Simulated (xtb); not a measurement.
Cd(OMe)(SiH3) (CH₆CdOSi), SMILES C[O][Cd][SiH3]. All values are semi-empirical tight-binding results from xtb (GFN2-xTB unless named), good for trends rather than for accurate numbers. Coordinates come from a GFN2-xTB optimisation. The structure was generated by enumeration; whether it is a known compound was not checked. Other conformers were not sampled.

For metal compounds this method's bond lengths and energies can be far off.

```
Quantity                                      Result
-------------------------------------  -------------
orbital gap                                  2.81 eV
zero-point energy                      38.2 kcal/mol
G − E(el) at 298.15 K (modified RRHO)  16.4 kcal/mol
```
